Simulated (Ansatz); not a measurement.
Program: Ansatz. Geometries: PBE0-D4/def2-TZVP. ΔE: electronic, gas phase. CCSD(T)/CBS adds triple-zeta CCSD(T) − MP2 to the extrapolated MP2 energy (def2 sets, frozen cores). This one scheme is used for every species. Functionals use def2-TZVPP. B3LYP here is the variant with VWN-RPA as its local correlation; programs differ in this. One conformer a species, not always the lowest.

Consider the redistribution: `Cl[SiH2]S[SiH](Cl)Cl` + `O[Si](Cl)(Cl)Cl` → `O[SiH](Cl)Cl` + `Cl[SiH2]S[Si](Cl)(Cl)Cl`.

`Cl[SiH2]S[SiH](Cl)Cl`:

Z-matrix (Å, degrees):
```
Si
S 1 2.135
Cl 1 2.045 2 112.6
H 1 1.477 2 104.0 3 117.5
H 1 1.475 2 111.1 3 -121.2
Si 2 2.118 1 103.4 3 72.1
Cl 6 2.036 2 112.4 1 -70.9
Cl 6 2.040 2 112.1 1 51.0
H 6 1.472 2 106.3 1 170.0
```

`O[Si](Cl)(Cl)Cl`:

Cartesian coordinates in Å:
```
O 0.847 -0.276 1.014
Si -0.168 -0.102 -0.232
Cl -1.938 0.696 0.365
Cl 0.615 1.119 -1.655
Cl -0.467 -1.944 -0.995
H 1.110 0.507 1.502
```

`O[SiH](Cl)Cl`:

```xyz
6

O    -1.171    0.650   -0.059
Si    0.352    0.108    0.072
Cl    0.986   -0.740   -1.674
Cl    0.507   -1.310    1.532
H    -1.873    0.034   -0.274
H     1.199    1.258    0.403
```

`Cl[SiH2]S[Si](Cl)(Cl)Cl`:

Cartesian coordinates in Å:
```
Cl -1.570 -2.032 -0.119
Si -1.326 -0.362 1.033
S 0.726 0.200 1.245
Si 1.333 0.455 -0.760
Cl 2.948 1.681 -0.724
Cl 1.875 -1.300 -1.617
Cl -0.123 1.292 -1.906
H -1.747 -0.661 2.418
H -2.117 0.727 0.430
```

```tsv
level	ΔE (kJ/mol)	difference from CCSD(T)/CBS
PBE-D4	-2.7	-0.8
r2SCAN-D4	-1.0	0.9
PBE0-D4	-1.8	0.1
B3LYP-D4	-2.7	-0.8
ωB97X-V	-1.3	0.6
ωB97M-V	-2.1	-0.2
B2PLYP	-0.7	1.2
PBE	-0.5	1.4
r2SCAN	-0.4	1.5
PBE0	0.2	2.1
B3LYP	0.9	2.8
HF/def2-TZVPP	3.5	5.4
MP2/def2-TZVPP	-3.6	-1.7
SCS-MP2/def2-TZVPP	-2.5	-0.6
CCSD/def2-TZVPP	-0.1	1.8
CCSD(T)/def2-TZVPP	-1.1	0.8
HF/def2-QZVPP	3.7	5.6
MP2/def2-QZVPP	-4.0	-2.1
SCS-MP2/def2-QZVPP	-2.7	-0.8
HF/CBS(def2)	3.7	5.6
MP2/CBS(def2)	-4.5	-2.6
CCSD/CBS(def2)	-0.9	1.0
CCSD(T)/CBS	-1.9	0
```

Largest T1 diagnostic among the species: 0.010.

In def2-TZVPP, CCSD(T) changes the Hartree–Fock value by −4.6 kJ/mol (the triples alone add −1.0 kJ/mol) and MP2 by −7.1 kJ/mol. The D4 term adds −3.6 kJ/mol with B3LYP and −2.0 kJ/mol with PBE0; it sums over pairs of atoms, weighted by their polarisabilities, and B3LYP, whose exchange is more repulsive, gets the larger term.
